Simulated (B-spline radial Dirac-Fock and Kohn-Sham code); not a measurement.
# Core-level shifts of copper with charge state

Method: multi-electron Dirac-Fock with separately optimised hole states, Breit and Lamb-shift corrections added in first order. Computed with a B-spline atomic structure program. Each ion is free and in its tabulated ground configuration. Correlation energy is missing from these numbers.

Reference: Cu, [Ar] 3d10 4s1, with K (1s) 8986.0 eV, L1 (2s) 1106.3 eV, L2 (2p1/2) 958.9 eV, L3 (2p3/2) 938.8 eV, M3 (3p3/2) 83.12 eV, Kα1 (K-L3) 8047.2 eV, Kβ1 (K-M3) 8902.9 eV. Shifts from it, in eV (a dash: the subshell is empty, belongs to an open shell averaged over j, or its hole state is left out as unreliable):

```
 ion  configuration  K (1s)  L1 (2s)  L2 (2p1/2)  L3 (2p3/2)  M3 (3p3/2)    Kα1     Kβ1
 Cu⁺      [Ar] 3d10   +10.0     +9.8        +9.8        +9.8        +9.9  +0.21   +0.11
Cu²⁺       [Ar] 3d9   +30.1    +30.5       +30.5       +30.5       +28.7  -0.36   +1.45
Cu³⁺       [Ar] 3d8   +53.6    +54.8       +54.6       +54.7       +49.9  -1.01   +3.73
Cu⁴⁺       [Ar] 3d7   +80.3    +82.2       +82.0       +82.0       +73.3  -1.72   +7.02
Cu⁵⁺       [Ar] 3d6  +109.8   +112.6      +112.3      +112.3       +98.5  -2.44  +11.35
Cu⁶⁺       [Ar] 3d5  +142.2   +145.7      +145.3      +145.3      +125.4  -3.15  +16.75
Cu⁷⁺       [Ar] 3d4  +177.2   +181.4      +181.0      +181.0      +153.9  -3.82  +23.24
Cu⁸⁺       [Ar] 3d3       ?        ?           ?           ?           ?      ?       ?
Cu⁹⁺       [Ar] 3d2  +255.0   +260.4      +259.9      +259.9      +215.5  -4.90  +39.53
```

Question: Give the missing shifts for Cu⁸⁺.

Answer: K (1s) +214.8, L1 (2s) +219.7, L2 (2p1/2) +219.2, L3 (2p3/2) +219.2, M3 (3p3/2) +184.0, Kα1 -4.41, Kβ1 +30.83 (eV).

Over this range K (1s) moves by +255.0 eV and Kα1 by -4.9 eV: a line is a difference of two levels that shift in the same direction.
